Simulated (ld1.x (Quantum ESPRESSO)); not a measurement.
# Which change was made? (Co, ultrasoft)

* Element: Co
* Generator: ld1.x (Quantum ESPRESSO) 7.5
* Type: ultrasoft
* Functional: LDA (PZ)
* Relativity: scalar-relativistic
* Frozen core: [Ne]
* Valence charge: 17
* Reference configuration: 3s2 3p6 3d8 4s1 4p0
* Partial waves: 3s (bound): rcut 1.05, rcutus 1.20 bohr; 4s (bound): rcut 1.05, rcutus 1.20 bohr; 3p (bound): rcut 1.20, rcutus 1.35 bohr; 4p (bound, empty): rcut 1.20, rcutus 1.35 bohr; 3d (bound): rcut 1.00, rcutus 1.30 bohr; 3d channel at 0.35 Ry: rcut 1.00, rcutus 1.30 bohr
* Local potential: all-electron potential smoothed inside 1.00 bohr (lloc = -2)
* Core correction: Bessel-smoothed model core, default radius (core density twice the valence density)
* Augmentation charge: built from norm-conserving waves at rcut, not smoothed further

Cutoffs, loose and tight: the cutoffs (Ry, on a coarse ladder) from which the occupation-weighted sum of valence levels, in a spherical-Bessel basis at the reference potential, stays within 10 and 1 mRy of its value at 400 Ry. They do not see the model core or the augmentation charge, which bear on the density cutoff. Test errors are all-electron minus pseudo excitation energies from the reference, over the configurations 3s2 3p6 3d7 4s2 4p0; 3s2 3p6 3d7 4s1 4p0; 3s2 3p6 3d7 4s0 4p0; 3s2 3p6 3d7.5 4s1.5 4p0; 3s2 3p6 3d7 4s0 4p1; 3s2 3p6 3d6 4s0 4p0; 3s1 3p6 3d7 4s2 4p0 (two spin-polarised tests are not counted in the largest error); variants that change the core or the reference have their own tests. The largest error is taken over the tests solved by every variant that gives reliable tests at all, those not shown here included: 3s2 3p6 3d7 4s0 4p0; 3s2 3p6 3d7 4s0 4p1; 3s2 3p6 3d7 4s1 4p0; 3s2 3p6 3d7 4s2 4p0; 3s2 3p6 3d7.5 4s1.5 4p0.

The base gives: outcome: generated, misses its reference levels by 0.91 eV; bound ghosts: not determined; largest test error (meV): -2119.

After one change the result is: outcome: generated, overlap not positive; bound ghosts: s (p not tested, overlap not positive); largest test error (meV): -577. Which change was it?
A. core [Ne] 3s2, valence charge 15; reference 3p6 3d7 4s1.5 4p0.5; waves now 4s (bound): rcut 2.05, rcutus 2.20 bohr; 4s channel at 0.05 Ry: rcut 2.05, rcutus 2.20 bohr; 3p (bound): rcut 1.15, rcutus 1.55 bohr; 4p (bound): rcut 1.15, rcutus 1.55 bohr; 3d (bound): rcut 0.75, rcutus 0.90 bohr; 3d channel at 0.35 Ry: rcut 0.75, rcutus 0.90 bohr; local potential all-electron potential smoothed inside 1.05 bohr (lloc = -1); core correction Bessel-smoothed model core inside 0.55 bohr
B. reference 3s2 3p6 3d7 4s2 4p0
C. all radii but the core radius scaled by about 0.82 (s 0.98, p 1.10, d 1.06 bohr, rcut 0.86/0.98/0.82); local potential all-electron potential smoothed inside 0.82 bohr (lloc = -2)

A. The others give: reference 3s2 3p6 3d7 4s2 4p0 → outcome: generated, misses its reference levels by 1.86 eV; bound ghosts: not determined; largest test error (meV): +3491 over the solved tests; test run stopped at test 3 of 9 (negative rho) | all radii but the core radius scaled by about 0.82 (s 0.98, p 1.10, d 1.06 bohr, rcut 0.86/0.98/0.82); local potential all-electron potential smoothed inside 0.82 bohr (lloc = -2) → outcome: generated; bound ghosts: not determined; largest test error (meV): -558. A file whose overlap is not positive is unfit for use, and its test errors describe a broken file.
